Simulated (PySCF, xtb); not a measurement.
AlAs₂FH₄, SMILES [AsH2][Al]([F])[AsH2].

GFN2-xTB (xtb) at its own geometry gives an orbital gap of 3.06 eV and a dipole moment of 1.63 D.

Geometry: ωB97X-D3(BJ)/def2-SVP. The structure was generated by enumeration; whether it is a known compound was not checked.

Q: What does PBE0/def2-TZVP run with PySCF give? (Estimate from the structure and the level; the computed values follow.)

A: gap 5.83 eV (levels -7.07 and -1.24 eV), dipole 1.36 D.
